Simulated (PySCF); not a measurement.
How methods differ on the excitation energy of V⁺

V⁺ [Ar] 3d4 (5D) → V⁺ [Ar] 3d3 4p1 (high-spin determinant), as a difference of total energies. All numbers are calculated (PySCF 2.14, the non-relativistic Hamiltonian (point nucleus), in def2-TZVPPD). Correlated levels: valence and next inner shell: [Ne] frozen. The calculations carry no spin-orbit coupling.

```json
{"method": "UHF", "excitation energy (eV)": "3.594"}
{"method": "MP2 (valence and next inner shell)", "excitation energy (eV)": "4.730"}
{"method": "SCS-MP2 (valence and next inner shell)", "excitation energy (eV)": "4.307"}
{"method": "CCSD (valence and next inner shell)", "excitation energy (eV)": "4.427"}
{"method": "CCSD(T) (valence and next inner shell)", "excitation energy (eV)": "4.450"}
```

Task: How much does correlation contribute at CCSD(T) (valence and next inner shell)?

Result: 4.450 − (3.594) = 0.856 eV, measured against UHF.

A first-order spin-orbit estimate (lowest level to lowest level, LS coupling) adds -0.028 eV.

The determinant of the upper state mixes LS terms, which raises its energy above the lowest term, most at the Hartree-Fock and MP2 levels.
